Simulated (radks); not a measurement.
Task: The mean radii <r> (bohr) of the occupied orbitals of an atom or ion are listed with their occupations. Method: scalar-relativistic Kohn-Sham, r2SCAN, spin-polarised, spherical densities, finite nucleus; meta-GGA in the generalised Kohn-Sham scheme; Fermi nuclear charge, rms radius of each element as measured or else 0.836 A^(1/3) + 0.57 fm; computed with a radial shooting solver on a logarithmic mesh with Libxc functionals.

| orbital | occ. | <r> |
|---|---|---|
| 1s down | 1 | 0.03112 |
| 1s up | 1 | 0.03112 |
| 2s up | 1 | 0.1349 |
| 2s down | 1 | 0.1348 |
| 2p up | 3 | 0.1177 |
| 2p down | 3 | 0.1177 |
| 3s up | 1 | 0.3676 |
| 3s down | 1 | 0.3676 |
| 3p up | 3 | 0.3670 |
| 3p down | 3 | 0.3670 |
| 3d up | 5 | 0.3457 |
| 3d down | 5 | 0.3457 |
| 4s up | 1 | 0.9093 |
| 4s down | 1 | 0.9081 |
| 4p up | 3 | 0.9890 |
| 4p down | 3 | 0.9884 |
| 4d up | 5 | 1.239 |
| 4d down | 3 | 1.249 |

Name the element and its charge. Open shells, if any, are filled with parallel spins first.

Result: Z = 47, silver, charge +3: Ag3+ in [Kr] 4d8. The 1s radius gives Z: for a bare nucleus <r> = (2 gamma + 1)/(2Z) with gamma = sqrt(1 - (Z/c)^2), 0.03062 bohr for Z = 47, and screening makes it slightly larger (0.03112 here). The occupations add up to 44, and the charge is Z minus that.
